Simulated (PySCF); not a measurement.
**GeCl⁻: from constants to spectrum**

UHF-CCSD(T) constants of GeCl⁻, ³Σ⁻ (triplet), unpaired electrons π ↑↑ (PySCF, scalar-relativistic core potentials, basis sets Ge aug-cc-pVDZ-PP with ECP10, Cl aug-cc-pV(D+d)Z; masses 73.9212 and 34.9689 u):

| Quantity | Value |
| --- | --- |
| ωe | 256.6 cm⁻¹ |
| ωexe | 1.37 cm⁻¹ |
| Be | 0.12072 cm⁻¹ |
| αe | 0.000843 cm⁻¹ |

**Question.** What force constant and bond length do these constants imply?

**Answer.** Reduced mass μred = 23.739 u; k = 5.8918×10⁻⁷·μred·ωe² (u, cm⁻¹, mdyn/Å) = 0.921 mdyn/Å; Re = √(16.8576/(μred·Be)) (u, cm⁻¹, Å) = 2.425 Å.

**Question.** Estimate the centrifugal constant D from the Kratzer relation and find the Dunham coefficient a1.

**Answer.** D = 4Be³/ωe² = 1.07e-07 cm⁻¹; a1 = −1 − αeωe/(6Be²) = -3.47.

Correlated steps freeze 9 core orbitals. Spin–orbit coupling is left out. The state is the lowest determinant that a PBE0 search found; another state may lie lower at other levels.
